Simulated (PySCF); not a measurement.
**A survey of ¹⁷O NMR shifts**

Calculated, not measured (PySCF 2.14): NMR shieldings at PBE0/pcSseg-1/GIAO, geometry from GFN2-xTB. Single conformer, non-relativistic, no solvent, fast rotation and ring inversion assumed for equivalent nuclei.

Shieldings were converted by a linear fit to measured shifts: ¹⁷O (scatter 10.7 ppm rms, 12.2 ppm with the 3 outliers that the fit left out vs liquid water, solution or neat liquid). Occasional misses reach two or three times the rms, and more in compound classes unlike the fitted ones.

(1) Give the ¹⁷O shifts of `NC(=O)[SiH3]`, `CC/C=C(/C)CC(=O)O`, `CC(=O)c1oc(C)pc1Cl`.

(2) Order these by ¹⁷O shift, lowest first.
A. C=C/C(C(=O)Cl)=C(/Cl)CC
B. CO[C@@H]1CCC[C@H](C)C1
C. NC(=O)[SiH3]
D. C=CCCOC(C)(C)C

## Answers

(1) 
```json
{"compound": "NC(=O)[SiH3]", "environment": "amide-type carbonyl oxygen", "δ (ppm)": "426.8"}
{"compound": "[CH3:1][CH2:2]/[CH:3]=[C:4](/[CH3:5])[CH2:6][C:7](=[O:8])[OH:9]", "environment": "O8: carbonyl oxygen", "δ (ppm)": "349.8"}
{"compound": "[CH3:1][CH2:2]/[CH:3]=[C:4](/[CH3:5])[CH2:6][C:7](=[O:8])[OH:9]", "environment": "O9: acid hydroxyl oxygen", "δ (ppm)": "154.0"}
{"compound": "[CH3:1][C:2](=[O:3])[c:4]1[o:5][c:6]([CH3:7])[p:8][c:9]1[Cl:10]", "environment": "O3: ketone oxygen", "δ (ppm)": "544.3"}
{"compound": "[CH3:1][C:2](=[O:3])[c:4]1[o:5][c:6]([CH3:7])[p:8][c:9]1[Cl:10]", "environment": "O5: aromatic ring oxygen", "δ (ppm)": "281.8"}
```

(2) B (4.6 ppm, ether oxygen), D (37.1 ppm, ether oxygen), C (426.8 ppm, amide-type carbonyl oxygen), A (526.0 ppm, carbonyl oxygen).

In solution the two oxygens of a carboxylic acid give one averaged line by proton exchange, and hydrogen bonding shields acid and N–H amide carbonyl oxygens by tens of ppm; neither is in these numbers.
